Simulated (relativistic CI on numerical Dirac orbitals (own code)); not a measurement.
# d2 in a ligand field

Computed with a parametric ligand-field model of a d^n configuration (Racah B and C, spin-orbit zeta, crystal field), exact diagonalisation.

Field parameters in Wybourne normalisation: Oh B⁴₀ = 21Dq, B⁴₄ = √(5/14) B⁴₀; Td as Oh with Dq negative (B⁴₀ = 21Dq, B⁴₄ = √(5/14) B⁴₀). The field is a parameter set, without covalency.

Task: Ground term and bands for B = 680, C = 3260, ζ = 0 cm⁻¹, Oh, 10Dq = 9050 cm⁻¹?

Result: Ground term 3T1 with 0.06 electrons in the two orbitals of the cubic e set. Spin-allowed: 3T2 8038 cm⁻¹ (1244 nm), 3A2 17088 cm⁻¹ (585 nm), 3T1 17225 cm⁻¹ (581 nm). Lowest spin-forbidden: 1T2 11010 cm⁻¹ (908 nm), 1E 11315 cm⁻¹ (884 nm), 1T2 20615 cm⁻¹ (485 nm).

Task: Ground term and bands for B = 300, C = 1500, ζ = 0 cm⁻¹, Td, 10Dq = -6450 cm⁻¹?

Result: Ground term 3A2 with 2.00 electrons in the two orbitals of the cubic e set. Spin-allowed: 3T2 6450 cm⁻¹ (1550 nm), 3T1 9326 cm⁻¹ (1072 nm), 3T1 14524 cm⁻¹ (689 nm). Lowest spin-forbidden: 1E 5319 cm⁻¹ (1880 nm), 1A1 9205 cm⁻¹ (1086 nm), 1T2 11694 cm⁻¹ (855 nm). With an A2 ground term the first spin-allowed band lies at |10Dq| itself.

Task: A d2 ion in Oh symmetry has the ground term 3T1 and bands at 1T2 14484 cm⁻¹ (690 nm), 1E 14808 cm⁻¹ (675 nm), 3T2 16762 cm⁻¹ (597 nm), 3T1 29874 cm⁻¹ (335 nm), 1A1 30195 cm⁻¹ (331 nm), 3A2 35262 cm⁻¹ (284 nm). Which parameters reproduce them?

Result: B = 990, C = 3980, ζ = 0 cm⁻¹, Oh, 10Dq = 18500 cm⁻¹.

Task: Ground term and bands for B = 590, C = 2460, ζ = 0 cm⁻¹, Td, 10Dq = -10700 cm⁻¹?

Result: Ground term 3A2 with 2.00 electrons in the two orbitals of the cubic e set. Spin-allowed: 3T2 10700 cm⁻¹ (935 nm), 3T1 16026 cm⁻¹ (624 nm), 3T1 24924 cm⁻¹ (401 nm). Lowest spin-forbidden: 1E 9452 cm⁻¹ (1058 nm), 1A1 16430 cm⁻¹ (609 nm), 1T2 19981 cm⁻¹ (500 nm). With an A2 ground term the first spin-allowed band lies at |10Dq| itself.

Task: Ground term and bands for B = 650, C = 2320, ζ = 0 cm⁻¹, Oh, 10Dq = 23950 cm⁻¹?

Result: Ground term 3T1 with 0.02 electrons in the two orbitals of the cubic e set. Spin-allowed: 3T2 22502 cm⁻¹ (444 nm), 3T1 30804 cm⁻¹ (325 nm), 3A2 46452 cm⁻¹ (215 nm). Lowest spin-forbidden: 1T2 8826 cm⁻¹ (1133 nm), 1E 8935 cm⁻¹ (1119 nm), 1A1 20142 cm⁻¹ (496 nm).
